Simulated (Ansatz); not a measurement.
Saddle point of SiNH$_{9}$O$_{2}$, singlet (SiNH₅ ([NH2][SiH3]) + H₂O + H₂O → SiH₄O ([OH][SiH3]) + H₂O + NH₃ (still joined by a long Si–N bond); bonds formed: Si1–O7, N2–H8, H6–O9; bonds broken: H6–O7, H8–O9; bonds weakened to dative contacts: Si1–N2), PBE0-D4/def2-TZVP structure:

```
13
angstrom
Si 0.5888 0.8687 0.8110
N 0.5528 -0.9445 0.3930
H 1.5471 1.7657 0.0989
H -0.6360 1.3232 1.5159
H 1.4650 0.6259 2.0389
H -1.0257 0.0894 -1.1462
O -0.5018 1.0829 -0.8403
H -0.4348 -1.2137 -0.3173
O -1.3159 -1.1196 -1.1988
H 1.3756 -1.1906 -0.1504
H 0.6163 -1.4822 1.2507
H -0.0250 1.4838 -1.5695
H -2.2065 -1.2890 -0.8858
```

Energies are electronic, without zero-point energy. Barriers and step energies count from the start structure reached by relaxing down the imaginary mode; all methods use the PBE0-D4 structures, on which another method's saddle can fall below an end. Ansatz 0.2.0; basis: def2-TZVPP, with def2-QZVPP for the basis limit; cores frozen in the correlated methods. B3LYP uses VWN-RPA correlation. Extrapolation: Hartree–Fock as exp(−7.88 √X), correlation as X^−2.97.

```json
{"method": "SPW92", "barrier (kJ/mol)": "16.9", "step energy (kJ/mol)": "-36.1"}
{"method": "PBE-D4", "barrier (kJ/mol)": "63.3", "step energy (kJ/mol)": "-25.5"}
{"method": "BLYP-D4", "barrier (kJ/mol)": "?", "step energy (kJ/mol)": "-20.8"}
{"method": "r2SCAN-D4", "barrier (kJ/mol)": "69.6", "step energy (kJ/mol)": "-31.0"}
{"method": "B97M-V", "barrier (kJ/mol)": "93.7", "step energy (kJ/mol)": "-34.9"}
{"method": "PBE0-D4", "barrier (kJ/mol)": "76.6", "step energy (kJ/mol)": "-26.8"}
{"method": "B3LYP-D4", "barrier (kJ/mol)": "91.1", "step energy (kJ/mol)": "-22.2"}
{"method": "r2SCAN0-D4", "barrier (kJ/mol)": "?", "step energy (kJ/mol)": "-30.6"}
{"method": "BHLYP-D4", "barrier (kJ/mol)": "107.5", "step energy (kJ/mol)": "-24.6"}
{"method": "CAM-B3LYP-D4", "barrier (kJ/mol)": "88.8", "step energy (kJ/mol)": "-23.8"}
{"method": "wB97X-V", "barrier (kJ/mol)": "89.4", "step energy (kJ/mol)": "-27.5"}
{"method": "wB97M-V", "barrier (kJ/mol)": "89.4", "step energy (kJ/mol)": "-29.4"}
{"method": "B2PLYP", "barrier (kJ/mol)": "?", "step energy (kJ/mol)": "-22.5"}
{"method": "PBE-QIDH", "barrier (kJ/mol)": "85.6", "step energy (kJ/mol)": "-28.7"}
{"method": "RPA on PBE", "barrier (kJ/mol)": "94.3", "step energy (kJ/mol)": "-27.0"}
{"method": "HF", "barrier (kJ/mol)": "165.8", "step energy (kJ/mol)": "-14.1"}
{"method": "MP2", "barrier (kJ/mol)": "87.6", "step energy (kJ/mol)": "-27.8"}
{"method": "CCSD", "barrier (kJ/mol)": "106.9", "step energy (kJ/mol)": "-25.6"}
{"method": "CCSD(T)", "barrier (kJ/mol)": "96.1", "step energy (kJ/mol)": "-27.1"}
```

Task: Fill in the withheld barriers. (An estimate is asked for; the value comes from the calculation.)

Result: Computed: BLYP-D4 82.6; B2PLYP 96.2; r2SCAN0-D4 79.9 kJ/mol. Each is the energy of the saddle less that of the start structure, by the same method.

For comparison, the barrier by CCSD(T) at an estimated basis limit (MP2 extrapolated from triple and quadruple zeta, plus CCSD(T) − MP2 in triple zeta) is 97.6 kJ/mol.

No T1 diagnostic of these runs exceeds 0.011.

The step is the kind of ligand exchange by which a precursor binds to a hydroxyl group, or is hydrolysed, in atomic layer deposition of oxides.

Labels in which every atom is bracketed show which atoms are joined, not bond orders.

For scale, one of the runs: CCSD(T)/def2-TZVPP, 261 basis functions, launched by `ansatz run in.yaml --threads 8 --pin off --events-out ev --progress --plain --max-ram 19148MiB`. The run took 110 s on 8 CPU threads of an Intel Xeon (shared host), with 6.4 GiB of host memory at its peak.
